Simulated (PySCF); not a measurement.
CH9FOSi3

CH9FOSi3 is a small molecule, neutral, singlet. The structure, one conformer, was relaxed in the gas phase by PBE0-D3(BJ)/def2-SVP. No frequency run checks that it is a minimum.

SMILES: F[SiH](C[SiH3])O[SiH3]

```xyz
15

Si   -0.933   -1.189    0.275
O    -0.316   -0.340    1.533
Si    0.153    1.067    2.279
C     0.229   -1.161   -1.170
Si    0.563    0.546   -1.899
F    -2.320   -0.481   -0.189
H    -1.271   -2.553    0.747
H    -0.218    0.988    3.720
H    -0.522    2.239    1.649
H     1.632    1.220    2.156
H    -0.175   -1.812   -1.965
H     1.188   -1.602   -0.848
H     1.067    1.466   -0.832
H     1.599    0.462   -2.972
H    -0.687    1.125   -2.473
```
Atom numbers follow the order of the file, from 1.

Shieldings: GIAO PBE0/pcSseg-1. Shifts are against computed references at the same level: C TMS (σ 184.4 ppm), H TMS (σ 31.27 ppm), Si TMS (σ 352.0 ppm). Core levels by delta-SCF with SCAN, pcX-2 on the ionised atom and pcseg-1 elsewhere, spin-free X2C (2p3/2 is the spin-free 2p value less a third of a first-order spin-orbit splitting); from the vacuum level, for chosen atoms.

Give the shieldings and core levels atom by atom.


```json
{"atoms": "Si1", "bonded to": "1 C + 1 F + 1 O + 1 H", "σ (ppm)": "367.6", "δ (ppm)": "-15.6", "core level (eV)": "2p3/2 108.16"}
{"atoms": "O2", "bonded to": "2 Si", "σ (ppm)": "287.6", "δ (ppm)": "-", "core level (eV)": "1s 538.12"}
{"atoms": "Si3", "bonded to": "1 O + 3 H", "σ (ppm)": "389.5", "δ (ppm)": "-37.6", "core level (eV)": "2p3/2 107.70"}
{"atoms": "C4", "bonded to": "2 Si + 2 H", "σ (ppm)": "189.4", "δ (ppm)": "-5.0", "core level (eV)": "1s 290.21"}
{"atoms": "Si5", "bonded to": "1 C + 3 H", "σ (ppm)": "425.1", "δ (ppm)": "-73.1", "core level (eV)": "-"}
{"atoms": "F6", "bonded to": "1 Si", "σ (ppm)": "325.5", "δ (ppm)": "-", "core level (eV)": "1s 692.14"}
{"atoms": "H7", "bonded to": "1 Si", "σ (ppm)": "26.23", "δ (ppm)": "5.03", "core level (eV)": "-"}
{"atoms": "H8 H9 H10", "bonded to": "1 Si", "σ (ppm)": "26.16", "δ (ppm)": "5.11", "core level (eV)": "-"}
{"atoms": "H11", "bonded to": "1 C", "σ (ppm)": "31.33", "δ (ppm)": "-0.06", "core level (eV)": "-"}
{"atoms": "H12", "bonded to": "1 C", "σ (ppm)": "31.41", "δ (ppm)": "-0.14", "core level (eV)": "-"}
{"atoms": "H13 H14 H15", "bonded to": "1 Si", "σ (ppm)": "27.17", "δ (ppm)": "4.10", "core level (eV)": "-"}
```

Values are those of this one static structure, with the three H of a rotating XH3 group averaged; atoms that internal rotation interchanges would show their mean in an NMR spectrum.

Which of Si1, Si3 holds its core electrons tightest, and by how much against the loosest?

Si1 (bonded to 1 C + 1 F + 1 O + 1 H), by 0.46 eV over Si3 (bonded to 1 O + 3 H).

By CAM-B3LYP/def2-SVPD (TDDFT singlets, Tamm-Dancoff triplets, ionisation by delta-SCF), where does absorption start, and what does vertical ionisation take?

The lowest singlet lies at 7.62 eV (f 0.003), the strongest of the first 6 at 8.70 eV (f 0.084), the lowest triplet at 7.25 eV; vertical ionisation takes 10.68 eV.
